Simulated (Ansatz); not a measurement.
C₈H₆N₂O₃S, SMILES c1nnc(-c2scc3c2OCCO3)o1. Atoms are numbered in the order given.

```xyz
20

C      3.4291    -1.2238    -0.0091
N      3.9087    -0.0476    -0.2176
N      2.8359     0.8006    -0.2910
C      1.7744     0.0689    -0.1192
C      0.4065     0.5014    -0.1091
S      0.0378     2.1765    -0.3584
C     -1.6477     1.8899    -0.2055
C     -1.9247     0.5688     0.0288
C     -0.7443    -0.2365     0.0902
O     -0.7853    -1.5614     0.3147
C     -2.0415    -2.0029     0.8005
C     -3.1759    -1.3603     0.0324
O     -3.1596     0.0447     0.1921
O      2.0838    -1.2323     0.0652
H      3.9592    -2.1657     0.1075
H     -2.3673     2.7004    -0.2993
H     -2.0588    -3.0949     0.6844
H     -2.1298    -1.7593     1.8747
H     -3.0964    -1.6192    -1.0397
H     -4.1459    -1.7142     0.4073
```

Geometry optimised at PBE0-D3(BJ)/def2-SVP. The structure was generated by enumeration, and PubChem lists no compound with its InChIKey, so it may never have been made. One conformer was computed; it need not be the lowest.

Two levels are set side by side: PBE-D3(BJ)/def2-SVP (Ansatz, a quantum-chemistry and plane-wave program) and PBE0-D3(BJ)/def2-SVP (Ansatz). Each level has its own optimised geometry; the coordinates shown are those of the second. Differences are taken from unrounded values.

```
quantity              PBE0-D3(BJ)  PBE-D3(BJ)  PBE-D3(BJ) minus PBE0-D3(BJ)
--------------------  -----------  ----------  ----------------------------
mean bond length (Å)        1.334       1.346                         0.013
bond C1–N2 (Å)              1.287       1.302                         0.015
bond C1–O14 (Å)             1.347       1.365                         0.018
bond N2–N3 (Å)              1.370       1.385                         0.016
bond N3–C4 (Å)              1.301       1.318                         0.017
bond C4–C5 (Å)              1.435       1.436                         0.001
bond C4–O14 (Å)             1.350       1.371                         0.021
bond C5–S6 (Å)              1.733       1.751                         0.018
bond C5–C9 (Å)              1.382       1.396                         0.014
bond S6–C7 (Å)              1.717       1.732                         0.015
bond C7–C8 (Å)              1.370       1.383                         0.013
bond C8–C9 (Å)              1.430       1.438                         0.008
bond C8–O13 (Å)             1.351       1.364                         0.013
bond C9–O10 (Å)             1.344       1.358                         0.014
bond O10–C11 (Å)            1.417       1.434                         0.017
bond C11–C12 (Å)            1.513       1.522                         0.009
bond C12–O13 (Å)            1.414       1.431                         0.017
```

GGA bonds tend to be longer and softer than those of functionals with exact exchange. Differences between two approximate levels are no errors against the true value.
